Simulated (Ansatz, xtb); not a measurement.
## GeH8O2Si2: which of two isomers lies lower

Structure X: `[SiH3]O[SiH2][O][GeH3]`, a singlet. Structure Y: `O[SiH2]O[SiH2][GeH3]`, a singlet. Both are isolated molecules in the gas phase, relaxed with PBE0-D4/def2-SVP; each stands in its lowest conformer found.

Problem. Estimate which is lower in electronic energy at CCSD(T)/def2-SVP + ΔMP2/def2-TZVPP, and by roughly how much.

Solution. The CCSD(T)/def2-SVP + ΔMP2/def2-TZVPP calculation puts structure X lower, by 7.4 kcal/mol.

How the difference moves with the method:

```json
{"level": "PBE0-D4/def2-SVP", "geometry": "PBE0-D4/def2-SVP", "E(Y) − E(X) (kcal/mol)": "+4.6", "departure from the last row (kcal/mol)": "−2.8", "job, with rough time for the two": "optimisation, 2.6 min"}
{"level": "HF/def2-SVP", "geometry": "PBE0-D4/def2-SVP", "E(Y) − E(X) (kcal/mol)": "+13.6", "departure from the last row (kcal/mol)": "+6.1", "job, with rough time for the two": "part of the CCSD(T) run"}
{"level": "MP2/def2-SVP", "geometry": "PBE0-D4/def2-SVP", "E(Y) − E(X) (kcal/mol)": "+11.0", "departure from the last row (kcal/mol)": "+3.5", "job, with rough time for the two": "part of the CCSD(T) run"}
{"level": "CCSD(T)/def2-SVP", "geometry": "PBE0-D4/def2-SVP", "E(Y) − E(X) (kcal/mol)": "+10.1", "departure from the last row (kcal/mol)": "+2.7", "job, with rough time for the two": "single point"}
{"level": "CCSD(T)/def2-SVP + ΔMP2/def2-TZVPP", "geometry": "PBE0-D4/def2-SVP", "E(Y) − E(X) (kcal/mol)": "+7.4", "departure from the last row (kcal/mol)": "", "job, with rough time for the two": "single point, 36 s"}
```

As drawn, Y has 1 Ge–Si, 1 O–H in place of 1 Ge–O, 1 Si–H.

None of the levels shown reverses the order. The largest departure from CCSD(T)/def2-SVP + ΔMP2/def2-TZVPP is that of HF/def2-SVP, 6.1 kcal/mol. Levels run at GFN2-xTB geometries aren't shown. The last row adds to CCSD(T) the change of the MP2 difference between the two basis sets, here −2.7 kcal/mol.

With thermal terms from frequencies at re-optimised GFN2-xTB minima (ideal gas, soft modes damped towards free rotors, one conformer each, 298.15 K, 1 atm): on the last row, ΔE + ΔZPE = +8.8, ΔH = +9.1, ΔG = +8.8 kcal/mol.

The correlated steps freeze 21 core orbitals; the filled d shell of Ge is correlated, in a basis made for valence electrons. Programs: Ansatz 0.2.0, xtb 6.7.1; the last row on 2 threads of Intel(R) Xeon(R) 6975P-C (Granite Rapids) on a shared host.
